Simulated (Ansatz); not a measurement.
Basis sets compared for Si₁₁AsH₂₂. Charge 0, multiplicity 2. Geometry r2SCAN-D4/def2-SVP. Ansatz on 2 threads of AMD EPYC 7R13 on a shared host and a share (18 GiB) of an NVIDIA H100 80GB HBM3; times are rough, and most runs start from earlier orbitals.

Cartesian coordinates in Å:
```
Si -2.8180 1.8360 0.8166
Si -0.4980 -1.8595 1.6747
Si -2.4180 2.2558 -2.9638
Si 1.5225 -2.1768 -1.6036
As 1.0279 1.2608 -0.1323
Si 3.0017 -3.4023 1.6828
Si -3.4922 3.0923 -1.0524
Si -0.0121 -0.8660 -0.4000
Si -0.5606 2.1873 1.3855
Si 1.4887 -2.0881 2.9118
Si -0.1315 2.4318 -2.5166
Si 3.5080 -2.3477 -0.3560
H -3.0708 0.3823 0.5618
H -3.6231 2.2343 2.0193
H -1.0777 -3.2224 1.4435
H -1.5018 -1.0448 2.4309
H -2.7761 0.8093 -3.1171
H -2.8844 2.9817 -4.1928
H 0.9639 -3.5523 -1.8140
H 1.7711 -1.5504 -2.9419
H 1.9894 0.7521 0.9915
H 2.3497 -4.7177 1.3839
H 4.2442 -3.6630 2.4772
H -4.9852 3.0406 -1.1777
H -3.0880 4.5203 -0.8382
H -1.2517 -0.6423 -1.2120
H -0.2882 1.6209 2.7446
H -0.3020 3.6615 1.4395
H 1.1918 -2.7347 4.2302
H 2.0860 -0.7415 3.1741
H 0.7589 1.7992 -3.5398
H 0.2828 3.8542 -2.3007
H 4.5357 -3.1322 -1.1133
H 4.0571 -0.9789 -0.0957
```

Single mean-field runs in def2-TZVP are fitted with def2-universal-jkfit.

Binding counts from free atoms (Si triplet, As quartet, H doublet) in the same basis, without a counterpoise term.

```csv
level,functions,energy (Eh),HOMO (eV),LUMO (eV),binding per atom (eV),wall time
PBE-D4/def2-SVP,340,-5430.2874,-4.43,-3.52,3.01,7.5 s
PBE0-D4/def2-SVP,340,-5430.6912,-5.32,-2.75,3.00,9 s
```

Estimate the rows for PBE-D4/def2-TZVP (with forces), PBE0-D4/def2-TZVP (with forces).


```json
{"level": "PBE-D4/def2-TZVP (with forces)", "functions": "587", "energy (Eh)": "-5431.6750", "HOMO (eV)": "-4.47", "LUMO (eV)": "-3.56", "binding per atom (eV)": "3.01", "wall time": "11 s"}
{"level": "PBE0-D4/def2-TZVP (with forces)", "functions": "587", "energy (Eh)": "-5432.0665", "HOMO (eV)": "-5.31", "LUMO (eV)": "-2.74", "binding per atom (eV)": "3.01", "wall time": "13 s"}
```
